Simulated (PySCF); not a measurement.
**Bonding in `CCCN(C)NCC`**

C₆H₁₆N₂.
SMILES with atom numbers: `[CH3:1][CH2:2][CH2:3][N:4]([CH3:5])[NH:6][CH2:7][CH3:8]` (hydrogens: H9, H10, H11 on C1; H12, H13 on C2; H14, H15 on C3; H16, H17, H18 on C5; H19 on N6; H20, H21 on C7; H22, H23, H24 on C8)

Cartesian coordinates in Å at the GFN2-xTB level; atoms count from 1:
```xyz
24
C6H16N2 angstrom
C      2.4047    0.4543    1.1724
C      1.8042    1.0975   -0.0703
C      1.3252    0.0447   -1.0655
N      0.2000   -0.6967   -0.5150
C     -0.1113   -1.8804   -1.2935
N     -0.8994    0.1766   -0.3619
C     -1.7620   -0.1760    0.7472
C     -2.7801    0.9334    0.9728
H      2.6424    1.2083    1.9189
H      3.3169   -0.0841    0.9233
H      1.6941   -0.2496    1.5958
H      0.9480    1.7112    0.2101
H      2.5442    1.7361   -0.5565
H      1.0503    0.5294   -2.0189
H      2.1279   -0.6690   -1.2643
H     -0.9535   -2.3982   -0.8355
H      0.7473   -2.5492   -1.2861
H     -0.3683   -1.6428   -2.3397
H     -1.4400    0.2645   -1.2287
H     -1.1167   -0.2814    1.6224
H     -2.2916   -1.1334    0.6003
H     -2.2696    1.8784    1.1366
H     -3.3963    0.7082    1.8391
H     -3.4282    1.0378    0.1047
```

Bond orders from the PBE0/pcSseg-1 density (PySCF). Isolated species at its GFN2-xTB geometry (one conformer only).

(1) How far do the computed orders between heavy atoms stray from the drawn ones?

(2) Give the Mayer order of every bond between heavy atoms, beside its length.

## Answers

(1) The largest departure is 0.063, at C3–N4 (drawn single, 0.937), N6–C7 (drawn single, 0.939) and C7–C8 (drawn single, 1.061).

(2) 
| bond | drawn as | length (Å) | Mayer order |
| --- | --- | --- | --- |
| C1–C2 | single | 1.523 | 1.050 |
| C2–C3 | single | 1.526 | 1.043 |
| C3–N4 | single | 1.456 | 0.937 |
| N4–C5 | single | 1.450 | 0.963 |
| N4–N6 | single | 1.412 | 0.978 |
| N6–C7 | single | 1.449 | 0.939 |
| C7–C8 | single | 1.523 | 1.061 |

Bonds between the same two heavy elements. C–C: all 3 within 0.02 of one another (1.043 to 1.061). C–N: lowest C3–N4 and N6–C7 (0.937, 1.456 Å), highest N4–C5 (0.963, 1.450 Å). Bonds named together lie within 0.004.

And the bonds to hydrogen?

C–H: 0.94 to 0.97 (15 bonds); H–N: 0.92 (1 bond).

Sum the orders of all bonds at each heavy atom with more than one neighbour and set the sums beside the valence in the SMILES.

C1 3.951 (drawn 4), C2 3.986 (drawn 4), C3 3.872 (drawn 4), N4 2.878 (drawn 3), C5 3.840 (drawn 4), N6 2.838 (drawn 3), C7 3.886 (drawn 4), C8 3.956 (drawn 4). Orders between atoms that aren't bonded are not in these sums.

The Mayer order sums products of elements of PS (density times overlap matrix) between the two atoms' basis functions, so it depends on the basis set.
